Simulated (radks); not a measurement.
Question: All-electron atom: neutral vanadium in [Ar] 3d2 4s2 4p1 (not the ground configuration). Method: scalar-relativistic Kohn-Sham, PBE, spin-unpolarised, spherical densities, point nucleus; computed with a radial shooting solver on a logarithmic mesh with Libxc functionals. Some entries of the table are withheld. Estimate them.

| orbital | occ. | eigenvalue (eV) | <1/r> (bohr^-1) | <r> (bohr) |
|---|---|---|---|---|
| 1s | 2 | -5371.499 | 22.84 | 0.06644 |
| 2s | 2 | -610.3144 | 4.798 | 0.3082 |
| 2p | 6 | (1) | 4.700 | 0.2741 |
| 3s | 2 | -76.8639 | 1.499 | 0.9396 |
| 3p | 6 | (2) | (3) | (4) |
| 3d | 2 | -10.6201 | 1.044 | 1.268 |
| 4s | 2 | (5) | 0.4278 | 3.053 |
| 4p | 1 | -2.5950 | 0.3237 | (6) |

Answer: 
(1) 2p eigenvalue (eV): -510.7553
(2) 3p eigenvalue (eV): -50.4337
(3) 3p <1/r> (bohr^-1): 1.371
(4) 3p <r> (bohr): 1.000
(5) 4s eigenvalue (eV): -6.5604
(6) 4p <r> (bohr): 4.010
